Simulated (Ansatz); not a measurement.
Cl2H4OSi2 (`O[SiH2][SiH](Cl)Cl`), relaxed with RKS PBE0-D4/def2-TZVP in Ansatz 0.2.0 from a PBE-D4/def2-SVP geometry. The force threshold is 0.005 eV/Å; the program also tests the step.

The species carries charge 0 and has multiplicity 1.

Start:

```xyz
9

O    -1.140   -1.622    0.153
Si   -0.995   -0.132   -0.615
Si    1.052    0.736    0.166
Cl    2.659   -0.211   -0.755
Cl    0.990    0.149    2.188
H    -0.791   -1.605    1.065
H    -2.087    0.846   -0.253
H    -1.007   -0.374   -2.093
H     1.320    2.213    0.145
```

Task: By how much does the energy fall, and how many steps does the optimiser take? (Best estimate.)

Result: Ansatz gave: 6.65 kJ/mol, in 12 steps.

Task: Which bonds change most? (An estimate is asked.)

Result: The calculation gave: Si3–Cl5 from 2.106 to 2.066 Å; O1–Si2 from 1.682 to 1.646 Å; Si3–Cl4 from 2.081 to 2.051 Å; Si3–H9 from 1.501 to 1.481 Å.

Task: Give the relaxed structure. (Estimate.)

Result: Ansatz gave: 
```xyz
9

O    -1.181   -1.636    0.085
Si   -0.964   -0.148   -0.583
Si    1.075    0.729    0.184
Cl    2.674   -0.178   -0.726
Cl    1.116    0.279    2.200
H    -0.996   -1.728    1.022
H    -2.033    0.815   -0.192
H    -0.967   -0.325   -2.053
H     1.274    2.192    0.064
```
